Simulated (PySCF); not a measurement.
GeF4, optimised at HF/6-31G*:

```xyz
5

Ge    -0.0149     0.0093    -0.0167
F     -0.0154     0.6705    -1.5560
F     -0.0212    -1.6624    -0.1270
F      1.3564     0.5095     0.8055
F     -1.3794     0.5194     0.8107
```

Method: PySCF energies (xtb for GFN2) plus ideal-gas RRHO corrections (1 bar). 6-31G* has spherical d functions here. All species are closed-shell singlets. B3LYP is the form with VWN-RPA correlation. Ge: all electrons, no relativistic terms.

Problem. List the harmonic frequencies (cm⁻¹, unscaled) at this level and at the other levels, each on its own geometry.

Solution. 
- HF/6-31G*: 221, 221, 294, 294, 294, 782, 853, 853, 853
- B3LYP/6-31G*: 198, 198, 264, 265, 265, 705, 787, 787, 787
- GFN2-xTB: 132, 132, 186, 186, 186, 484, 584, 584, 584
- PBE/def2-SVP: 186, 187, 252, 252, 253, 680, 766, 766, 766
- PBE0/def2-TZVP: 198, 199, 267, 268, 268, 731, 799, 799, 799
